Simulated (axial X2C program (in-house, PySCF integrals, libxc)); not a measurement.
## Correcting the dissociation energy of KTe⁺ for spin–orbit coupling

A spin-free CCSD(T) curve (one-electron X2C) was computed with an in-house all-electron X2C program for linear molecules (integrals from PySCF), basis Te dyall-cv3z [11s12p8d4f1g], K dyall-cv3z [11s12p6d3f] (cores contracted in-house), for the state M_S = 1, Λ = 0 (beyond evenly filled blocks: π+α, π-α). It gives D0 = 0.423 eV to Te + K+, which in a spin-free picture are the weighted means of the ground terms.

Correlated methods: 14 electrons correlated (number of frozen shells: Te 4 s, 3 p, 2 d; K 2 s, 1 p), 288 virtual spin orbitals or spinors in MP2, 90 natural virtuals in coupled cluster.

Measured levels of the ground terms (NIST Handbook of Basic Atomic Spectroscopic Data), in cm⁻¹: Te 3P: J = 2 at 0, J = 0 at 4706.5, J = 1 at 4750.7; K+ 1S: J = 0 at 0.

The molecular state has Λ = 0, so it has no first-order lowering.

Problem. How far does each ground level lie under the (2J+1)-weighted mean of its term?

Solution. Te: (5 × 0 + 1 × 4706.5 + 3 × 4750.7)/9 = 2107 cm⁻¹; K+: a single level, 0.

Problem. Correct D0.

Solution. D0 = 0.423 + (0 − 2107)/8065.5 = 0.162 eV at CCSD(T) with these spin–orbit terms. The direct two-component run gives 0.257 eV; the difference holds second-order terms in the molecule, scalar two-electron terms, the gap between measured and computed atomic splittings (a 2c atom can miss part of its lowering) and, in coupled cluster, the truncation of each run.

Second-order spin–orbit effects in the molecule, which grow quickly with Z, are left out. The state is one determinant whose occupation by symmetry is held fixed; it was picked as the lowest of a PBE0 search that is not exhaustive. De is counted from the lowest determinant-based energies of the atoms at the same level, without counterpoise correction. Coupled cluster ran in a truncated set of natural virtual spinors; the MP2 energy of the rest was added. (T) has no such correction and the atoms are truncated less, which lowers De at CCSD(T) by a hundredth of an eV or more. PBE0 can misorder states that lie within some tenths of an eV, so this need not be the ground state of the molecule. The nearest other spin-free determinant of the search, M_S = 1, Λ = 1, lies 0.44 eV up at the distance of the search. With the outer-core shells frozen, correlated bond lengths of heavy atoms tend to come out a few hundredths of an ångström too long.
